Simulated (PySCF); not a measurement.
## Bonding in `O=P1(C2CC2)C=C1`

C5H7OP.
Numbering: `[O:1]=[P:2]1([CH:3]2[CH2:4][CH2:5]2)[CH:6]=[CH:7]1` (hydrogens: H8 on C3; H9, H10 on C4; H11, H12 on C5; H13 on C6; H14 on C7)

Structure used (GFN2-xTB), in Å, numbered top down from 1:
```xyz
14
C5H7OP angstrom
O      0.4216    1.1183   -1.7809
P      0.8037    0.5321   -0.4917
C     -0.4769   -0.3785    0.4039
C     -1.8742    0.1445    0.2345
C     -1.4657   -1.1070   -0.4599
C      2.0987    1.1545    0.5878
C      2.4664    0.0244   -0.0380
H     -0.1639   -0.7982    1.3480
H     -1.9978    1.0317   -0.3697
H     -2.5440    0.0823    1.0793
H     -1.3159   -1.0573   -1.5287
H     -1.8477   -2.0530   -0.1070
H      2.5467    1.8838    1.2337
H      3.3484   -0.5780   -0.1334
```

Bond orders from the PBE0/pcSseg-1 density (PySCF). Geometry: GFN2-xTB, one conformer, isolated molecule.

Where do the orders between heavy atoms depart from those drawn in the SMILES?

The largest departure is 0.390, at C6–C7 (drawn double, 1.610). Drawn double or triple, more than 0.30 short of the drawn order: C6–C7 (1.610).

Give the Mayer order of every bond, beside its length.

| bond | drawn as | length (Å) | Mayer order |
| --- | --- | --- | --- |
| O1–P2 | double | 1.467 | 1.862 |
| P2–C3 | single | 1.809 | 0.898 |
| C3–C4 | single | 1.502 | 0.926 |
| C4–C5 | single | 1.488 | 0.976 |
| P2–C6 | single | 1.797 | 0.892 |
| C6–C7 | double | 1.343 | 1.610 |
| C7–P2 | single | 1.797 | 0.892 |
| C5–C3 | single | 1.501 | 0.926 |
| C3–H8 | single | 1.080 | 0.940 |
| C4–H9 | single | 1.081 | 0.945 |
| C4–H10 | single | 1.080 | 0.955 |
| C5–H11 | single | 1.080 | 0.945 |
| C5–H12 | single | 1.080 | 0.955 |
| C6–H13 | single | 1.072 | 0.976 |
| C7–H14 | single | 1.072 | 0.976 |

By pair of heavy elements: C–P: all 3 within 0.02 of one another (0.892 to 0.898). C–C: lowest C3–C4 and C5–C3 (0.926, 1.502 Å), highest C6–C7 (1.610, 1.343 Å). Bonds named together lie within 0.004.

Sum the orders of all bonds at each heavy atom with more than one neighbour and set the sums beside the valence in the SMILES.

P2 4.544 (drawn 5), C3 3.690 (drawn 4), C4 3.802 (drawn 4), C5 3.802 (drawn 4), C6 3.478 (drawn 4), C7 3.478 (drawn 4). Orders between atoms that aren't bonded are not in these sums.

For a closed shell the Mayer order of atoms A and B is Σ (PS)μν (PS)νμ over the basis functions μ on A and ν on B, with P the density and S the overlap matrix.
